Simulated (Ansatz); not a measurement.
Geometry optimisation, RKS LDA/def2-SVP in Ansatz.

input.yaml

```yaml
crystal:
  periodic: [false, false, false]
  atoms:
    - { symbol: B, position_ang: [0.093781, 0.522543, -0.411366] }
    - { symbol: O, position_ang: [-0.177225, -0.187546, 2.086596] }
    - { symbol: H, position_ang: [-0.91309, -0.15482, 1.433624] }
    - { symbol: O, position_ang: [1.25886, -0.102924, -0.62701] }
    - { symbol: H, position_ang: [1.195019, -1.071036, -0.725004] }
    - { symbol: "N", position_ang: [-1.222832, 0.040479, -0.566869] }
    - { symbol: H, position_ang: [-1.441065, -0.890715, -0.933578] }
    - { symbol: H, position_ang: [-2.005261, 0.698315, -0.585217] }
    - { symbol: Br, position_ang: [0.216396, 2.475801, 0.043654] }
    - { symbol: H, position_ang: [0.040818, 0.773704, 2.19507] }
basis:
  gaussian: { orbitals: def2-SVP }
hamiltonian:
  xc: lda
relax:
  f_tol: 0.03
  max_steps: 50
```

Command:

```bash
$ ansatz run input.yaml --threads 4 --pin off --max-ram 5120MiB --backend cpu --events-out ev --progress --plain --runs-dir out
```

Q: Where does it end, and by what steps?

A: The forces met the threshold. After 9 steps the energy has fallen by 0.040 eV; O2 moved furthest, 0.08 Å.

```tsv
step	energy less start (eV)	largest force component (eV/Å)	accepted
0	0.0000	0.922	yes
1	-0.0283	0.490	yes
2	-0.0115	1.224	no
3	-0.0221	0.695	no
4	-0.0374	0.270	yes
5	-0.0387	0.147	yes
6	-0.0392	0.216	yes
7	-0.0399	0.110	yes
8	-0.0402	0.041	yes
9	-0.0402	0.017	yes
```

```xyz
10
Properties=species:S:1:pos:R:3
B 0.108 0.553 -0.429
O -0.229 -0.170 2.142
H -0.903 -0.153 1.425
O 1.263 -0.098 -0.652
H 1.172 -1.059 -0.788
N -1.204 0.043 -0.558
H -1.409 -0.896 -0.910
H -2.006 0.678 -0.565
Br 0.246 2.430 0.035
H 0.007 0.777 2.210
```

Whether the end is a true minimum wasn't checked by a vibrational analysis.

The run took 15 s on 4 threads of Intel(R) Xeon(R) Platinum 8175M CPU @ 2.50GHz (Skylake/Cascade Lake), with other jobs on the host, peak memory 0.18 GiB.
